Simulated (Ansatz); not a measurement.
Job for Ansatz (a first-principles code): R-PBE0/def2-TZVPP on ClGeH3O (SMILES [OH][GeH2][Cl]), a point of a torsion scan.

Ansatz 0.2 input:
```yaml
crystal:
  periodic: [false, false, false]
  atoms:
    - {symbol: O, position_ang: [1.26224329, 0.08591189, -0.45115792]}
    - {symbol: Ge, position_ang: [-0.39431671, -0.20055127, -0.02760189]}
    - {symbol: Cl, position_ang: [-0.95453029, 1.27880306, 1.35516215]}
    - {symbol: H, position_ang: [1.84103317, 0.48666305, 0.19437197]}
    - {symbol: H, position_ang: [-0.52761471, -1.56361399, 0.60789157]}
    - {symbol: H, position_ang: [-1.12787959, -0.07174426, -1.32885589]}
basis:
  gaussian:
    orbitals: def2-TZVPP
hamiltonian:
  xc: {name: PBE0}
scf: {lower_state_search: off}
```

### Question
Give the final energy of this run.

### Answer
-2613.8457 hartree.
